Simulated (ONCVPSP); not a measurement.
## PBE ONCV dataset for Ag (Z = 47), scalar-relativistic all-electron reference.

silver (Ag), optimised norm-conserving Vanderbilt (ONCV), made with ONCVPSP 4.0.1 (PBE, scalar-relativistic). Core [Ar] 3d10, reference 4s2 4p6 4d10 5p1. Waves: 4s: rc 1.05 bohr, ncon 4, nbas 8, qcut 7.3 1/bohr, 3 projectors, debl 0.9 Ha; 4p+5p: rc 1.35 bohr, ncon 4, nbas 8, qcut 12.9 1/bohr, 3 projectors, debl 3.1 Ha; 4d: rc 2.00 bohr, ncon 4, nbas 8, qcut 6.5 1/bohr, 2 projectors, debl 3.3 Ha; f scattering state at 0.06 Ha: rc 2.00 bohr, ncon 4, nbas 8, qcut 5.9 1/bohr, 1 projector. Local part: polynomial inside 0.90 bohr (lpopt 5, dvloc0 1 Ha). Core correction: polynomial model core, fcfact 0.3.

In the s channel the program set the typed energies aside and used -3.567, 0.250, 1.150 Ha.

All-electron outer shells of the reference configuration (PBE, scalar-relativistic, ld1.x):

```csv
shell,level (eV),outermost node (bohr),outermost maximum (bohr)
3d,-360.43,–,0.27
4s,-97.07,0.44,0.82
4p,-60.61,0.44,0.88
4d,-9.43,0.43,1.04
5p,-1.69,1.25,3.58
```

(1) Estimate the cutoffs (Ha) at which the residual kinetic energy of the hardest occupied pseudo-wave falls to 1 and 0.1 mHa per electron.

(2) What does a ghost test show?

(3) Which valence shell sets the plane-wave cutoff?

(4) Tests: 4s2 4p6 4d10 5s1 5p0; 4s2 4p6 4d10 5p0; 4s2 4p6 4d9 5p0; 4s2 4p6 4d9 5s2 5p0. Which has the largest error in its energy relative to the reference configuration, and how large is it?

## Answers

(1) 132 Ha and 163 Ha.

(2) No bound ghost flagged; GHOST(+) flagged for s at 432.7 eV, d at 571.8 eV.

(3) 4s: 132 Ha for 1 mHa per electron, against 45 Ha for 4p.

(4) 4s2 4p6 4d9 5s2 5p0, with +38 meV (all-electron minus pseudo) on +0.21 eV.
